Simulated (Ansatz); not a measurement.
**Nudged elastic band run: CH5AlClFO**

Input:

```yaml
crystal:
  periodic: [false, false, false]
  atoms:
    - { symbol: Al, position_ang: [-0.256623, -0.129502, -0.368137] }
    - { symbol: F, position_ang: [0.524247, 0.570753, -1.770045] }
    - { symbol: C, position_ang: [0.844174, -0.835871, 1.061966] }
    - { symbol: O, position_ang: [-1.87079, -0.656353, -0.606455] }
    - { symbol: H, position_ang: [0.267328, 1.972363, -1.063445] }
    - { symbol: Cl, position_ang: [-0.306414, 2.471844, 0.061453] }
    - { symbol: H, position_ang: [0.232917, -1.029821, 1.96693] }
    - { symbol: H, position_ang: [1.31031, -1.797348, 0.761396] }
    - { symbol: H, position_ang: [1.659499, -0.137728, 1.338928] }
    - { symbol: H, position_ang: [-2.404748, -0.428337, -1.382592] }
basis:
  gaussian: { orbitals: def2-SVP }
hamiltonian:
  xc: pbe
  dispersion: d4
neb:
  order_check: false
  images: 3
  f_tol: 0.03
  max_iterations: 60
  climbing: false
  final_atoms:
    - { symbol: Al, position_ang: [-0.38468645, 0.08211734, -0.13215533] }
    - { symbol: F, position_ang: [0.72440824, 0.81313177, -1.65868946] }
    - { symbol: C, position_ang: [0.83905958, -0.81309871, 1.07578614] }
    - { symbol: O, position_ang: [-1.71380308, -0.74937685, -0.82759262] }
    - { symbol: H, position_ang: [0.43430546, 1.71101629, -1.32054297] }
    - { symbol: Cl, position_ang: [-0.68240676, 2.28885116, 0.13284347] }
    - { symbol: H, position_ang: [0.38893532, -0.89196368, 2.08742152] }
    - { symbol: H, position_ang: [1.05465171, -1.84452749, 0.72848236] }
    - { symbol: H, position_ang: [1.80275213, -0.27518352, 1.18103445] }
    - { symbol: H, position_ang: [-2.46331615, -0.32096631, -1.26658855] }
  initial_path:
    images:
      - { positions_ang: [[-0.256623, -0.129502, -0.368137], [0.524247, 0.570753, -1.770045], [0.844174, -0.835871, 1.061966], [-1.87079, -0.656353, -0.606455], [0.267328, 1.972363, -1.063445], [-0.306414, 2.471844, 0.061453], [0.232917, -1.029821, 1.96693], [1.31031, -1.797348, 0.761396], [1.659499, -0.137728, 1.338928], [-2.404748, -0.428337, -1.382592]] }
      - { positions_ang: [[-0.30772213, -0.07955357, -0.28838299], [0.63463909, 0.70853455, -1.77664896], [0.84653943, -0.85391103, 1.08227859], [-1.81974166, -0.57497341, -0.74694445], [0.30113744, 1.88869758, -1.12837958], [-0.39880122, 2.50790159, 0.11158541], [0.31608663, -0.96830119, 2.0313242], [1.21022592, -1.84548654, 0.79530586], [1.71745329, -0.2193554, 1.26005152], [-2.49991678, -0.56355256, -1.34019059]] }
      - { positions_ang: [[-0.35882125, -0.02960515, -0.20862899], [0.74503117, 0.84631609, -1.78325292], [0.84890486, -0.87195107, 1.10259117], [-1.76869332, -0.49359382, -0.88743389], [0.33494689, 1.80503216, -1.19331416], [-0.49118845, 2.54395917, 0.16171781], [0.39925625, -0.90678139, 2.09571841], [1.11014184, -1.89362509, 0.82921571], [1.77540758, -0.3009828, 1.18117504], [-2.59508557, -0.69876812, -1.29778919]] }
      - { positions_ang: [[-0.37175385, 0.0262561, -0.17039216], [0.73471971, 0.82972393, -1.72097119], [0.84398222, -0.84252489, 1.08918865], [-1.7412482, -0.62148533, -0.85751326], [0.38462617, 1.75802422, -1.25692856], [-0.5867976, 2.41640517, 0.14728064], [0.39409578, -0.89937253, 2.09156997], [1.08239678, -1.86907629, 0.77884904], [1.78907986, -0.28808316, 1.18110474], [-2.52920086, -0.50986722, -1.28218887]] }
      - { positions_ang: [[-0.38468645, 0.08211734, -0.13215533], [0.72440824, 0.81313177, -1.65868946], [0.83905958, -0.81309871, 1.07578614], [-1.71380308, -0.74937685, -0.82759262], [0.43430546, 1.71101629, -1.32054297], [-0.68240676, 2.28885116, 0.13284347], [0.38893532, -0.89196368, 2.08742152], [1.05465171, -1.84452749, 0.72848236], [1.80275213, -0.27518352, 1.18103445], [-2.46331615, -0.32096631, -1.26658855]] }
```

Launched with:

```bash
$ ansatz run input.yaml --threads 2 --pin off --max-ram 3072MiB --backend cpu --events-out ev --progress --plain --runs-dir out
```

Output, in part (warnings, iteration lines, the closing report on the highest movable image, with atoms numbered from 0):

```
NEB end point (image 0): max|allowed force component| = 2.109e-2 eV/Å (the criterion of neb.relax_end_points is 1.000e-2)
NEB end point (image 4): max|allowed force component| = 5.168e-3 eV/Å (the criterion of neb.relax_end_points is 1.000e-2)
NEB iter   1: max|band force component| = 3.633e0 eV/Å  barrier→ = 0.6561 eV  barrier← = 0.7296 eV  Δτ_max = 0.2000 Å  (138 SCF iters)
NEB iter   2: max|band force component| = 1.264e0 eV/Å  barrier→ = 0.1993 eV  barrier← = 0.2729 eV  Δτ_max = 0.2000 Å  (86 SCF iters)
NEB iter   3: max|band force component| = 8.106e-1 eV/Å  barrier→ = 0.1344 eV  barrier← = 0.2080 eV  Δτ_max = 0.0729 Å  (84 SCF iters)
NEB iter   4: max|band force component| = 2.197e-1 eV/Å  barrier→ = 0.0848 eV  barrier← = 0.1584 eV  Δτ_max = 0.1018 Å  (87 SCF iters)
NEB iter   5: max|band force component| = 3.139e-1 eV/Å  barrier→ = 0.0778 eV  barrier← = 0.1513 eV  Δτ_max = 0.0520 Å  (88 SCF iters)
NEB iter   6: max|band force component| = 2.735e-1 eV/Å  barrier→ = 0.0645 eV  barrier← = 0.1380 eV  Δτ_max = 0.0517 Å  (87 SCF iters)
NEB iter   7: max|band force component| = 2.785e-1 eV/Å  barrier→ = 0.0569 eV  barrier← = 0.1305 eV  Δτ_max = 0.0516 Å  (87 SCF iters)
NEB iter   8: max|band force component| = 2.951e-1 eV/Å  barrier→ = 0.0353 eV  barrier← = 0.1089 eV  Δτ_max = 0.1025 Å  (88 SCF iters)
NEB iter   9: max|band force component| = 4.303e-1 eV/Å  barrier→ = 0.0328 eV  barrier← = 0.1064 eV  Δτ_max = 0.0935 Å  (87 SCF iters)
NEB iter  10: max|band force component| = 2.789e-1 eV/Å  barrier→ = 0.0182 eV  barrier← = 0.0917 eV  Δτ_max = 0.1037 Å  (88 SCF iters)
NEB iter  11: max|band force component| = 4.221e-1 eV/Å  barrier→ = 0.0181 eV  barrier← = 0.0917 eV  Δτ_max = 0.0512 Å  (84 SCF iters)
NEB iter  12: max|band force component| = 4.169e-1 eV/Å  barrier→ = 0.0182 eV  barrier← = 0.0918 eV  Δτ_max = 0.0436 Å  (89 SCF iters)
NEB iter  13: max|band force component| = 7.991e-2 eV/Å  barrier→ = 0.0182 eV  barrier← = 0.0918 eV  Δτ_max = 0.0186 Å  (90 SCF iters)
NEB iter  14: max|band force component| = 3.401e-2 eV/Å  barrier→ = 0.0181 eV  barrier← = 0.0916 eV  Δτ_max = 0.0115 Å  (92 SCF iters)
NEB iter  15: max|band force component| = 2.275e-2 eV/Å  barrier→ = 0.0179 eV  barrier← = 0.0915 eV  Δτ_max = 0.0000 Å  (179 SCF iters)
Total energy: -24980.55741073 eV, -918.0185524143 hartree
Atom 0 at    -0.290288    -0.029469    -0.277353 Å, force     0.003566     0.001177    -0.006299 eV/Å
Atom 1 at     0.565933     0.661676    -1.729224 Å, force     0.004206    -0.008505    -0.000094 eV/Å
Atom 2 at     0.844917    -0.823969     1.076183 Å, force    -0.001712     0.001561     0.000451 eV/Å
Atom 3 at    -1.838241    -0.660579    -0.643686 Å, force    -0.005893    -0.009782     0.005889 eV/Å
Atom 4 at     0.287184     1.793444    -1.155497 Å, force    -0.000373     0.009521     0.003849 eV/Å
Atom 5 at    -0.368354     2.404131     0.016271 Å, force    -0.002858     0.004021     0.000591 eV/Å
Atom 6 at     0.253924    -1.085098     1.977823 Å, force    -0.000168     0.002602     0.000382 eV/Å
Atom 7 at     1.307859    -1.760159     0.700229 Å, force     0.001128    -0.002422    -0.000297 eV/Å
Atom 8 at     1.661494    -0.141892     1.387374 Å, force     0.000574    -0.002560    -0.002328 eV/Å
Atom 9 at    -2.424529    -0.358084    -1.352122 Å, force     0.001531     0.004385    -0.002145 eV/Å
Dipole moment:     0.008897     0.109035    -0.124875 e Å
```

The forces met the threshold. No image climbed, so the highest image needn't sit at the top of the path. So few images can step over the top or miss a turn of the path. The orbitals stay closed-shell, which can raise the energy where a bond breaks towards radicals; this wasn't checked here.

Final band (atoms are numbered from 1 in the order of the input):

```
image  path coordinate (Å)  energy (kcal/mol)  H5–Cl6 (Å)  F2–H5 (Å)
    0                 0.00                0.0        1.36       1.59
    1                 0.32                0.4        1.48       1.30
    2                 0.64               -1.0        1.75       1.05
    3                 0.96               -1.7        1.92       1.00
    4                 1.28               -1.7        1.92       1.00
```

Run time: 72 s on 2 threads of Arm Neoverse V2, with other jobs on the host, peak memory 0.14 GiB.
